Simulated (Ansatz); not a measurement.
The pair A = HCl (SMILES Cl) (first 2 atoms), B = PH3 (SMILES P); geometry from B3LYP-D3(BJ)/def2-TZVP.
(charge 0, multiplicity 1):
```xyz
6

Cl     0.4362    -0.6161    -0.3437
H      0.2439     0.3609    -1.1517
P      0.0404     0.0554     3.2634
H     -0.2208     0.8030     4.4421
H      0.8941     1.0468     2.7177
H     -1.1066     0.5471     2.5911
```

Programs: Ansatz (a quantum-chemistry and plane-wave program). 

Total energies (hartree), monomers frozen at their geometry in the pair:

```
structure              HF/aug-cc-pV(D+d)Z  PBE/def2-TZVPPD  B3LYP/def2-TZVPPD
---------------------  ------------------  ---------------  -----------------
AB                           -802.5715036     -803.6136751       -804.0150813
A in the pair's basis        -460.0947744     -460.6291422       -460.8377841
B in the pair's basis        -342.4775841     -342.9841092       -343.1778212
A                            -460.0946947     -460.6291126       -460.8377540
B                            -342.4775148     -342.9840650       -343.1777799
```

**Question.** Work out the interaction energy without and with the counterpoise correction, and the superposition error, for each level.

**Answer.** 
E(AB) − E(A) − E(B), times 627.509 kcal/mol, with the monomers in their own basis and then in the pair's basis:
- HF/aug-cc-pV(D+d)Z: 0.44 uncorrected, 0.54 corrected; the monomers gain 0.09 kcal/mol from borrowed functions
- PBE/def2-TZVPPD: -0.31 uncorrected, -0.27 corrected; the monomers gain 0.05 kcal/mol from borrowed functions
- B3LYP/def2-TZVPPD: 0.28 uncorrected, 0.33 corrected; the monomers gain 0.04 kcal/mol from borrowed functions
